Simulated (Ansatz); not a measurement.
C2H8BN, SMILES `CBNC`. Charge 0, multiplicity 1.

Cartesian coordinates in Å:
```
C -1.336 -1.484 -0.057
B -0.471 -0.239 -0.463
N 0.484 0.301 0.390
C 1.337 1.436 0.133
H -1.121 -1.874 0.943
H -1.193 -2.300 -0.773
H -2.403 -1.240 -0.099
H -0.606 0.292 -1.534
H 0.623 -0.120 1.296
H 1.119 1.825 -0.861
H 1.171 2.240 0.858
H 2.396 1.163 0.168
```

(1) What are the harmonic wavenumbers in cm⁻¹ at PBE0-D4/def2-TZVP (Ansatz, finite differences of forces, unscaled)? (An estimate is asked.)

(2) Is this a minimum?

(3) Give the ideal-gas thermochemistry at 298.15 K and 1 bar (rigid rotor, harmonic oscillator; point group Cs, symmetry number 1).

(4) Rotational constants (cm⁻¹)?

## Answers

(1) The calculation gave: 134, 187, 203, 253, 456, 618, 772, 801, 964, 994, 1017, 1137, 1149, 1188, 1314, 1345, 1451, 1453, 1464, 1486, 1496, 1573, 2566, 3031, 3032, 3082, 3097, 3109, 3144, 3602.

(2) Yes, all 30 modes are real.

(3) Zero-point energy 275.8 kJ/mol; H(298) − E = 293.9 kJ/mol; entropy 307.1 J/(mol·K), of which translation 159.3, rotation 101.1, vibration 46.7; G(298) − E = 202.3 kJ/mol.

(4) 1.112, 0.121, 0.1137.
